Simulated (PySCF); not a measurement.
Se(SiH3)2 (H6SeSi2), SMILES [SiH3][Se][SiH3].

Geometry optimised at PBE0-D3(BJ)/def2-SVP.

Computed with PBE/def2-TZVPD in PySCF.

Symmetry labels are those of the subgroup C2v that the program uses (full group C2v).

Problem. List the valence orbital energies around the gap with their symmetry. (Estimate from the structure and the level; the computed values follow.)

Solution. 
```csv
orbital,symmetry,energy (eV)
HOMO−7,A1,-12.86
HOMO−6,A1,-9.21
HOMO−5,B2,-9.09
HOMO−4,B1,-9.00
HOMO−3,A2,-8.56
HOMO−2,B1,-8.04
HOMO−1,A1,-7.61
HOMO,B2,-6.03
LUMO,A1,-1.35
LUMO+1,B1,-1.06
LUMO+2,A1,-0.81
LUMO+3,A1,-0.43
```
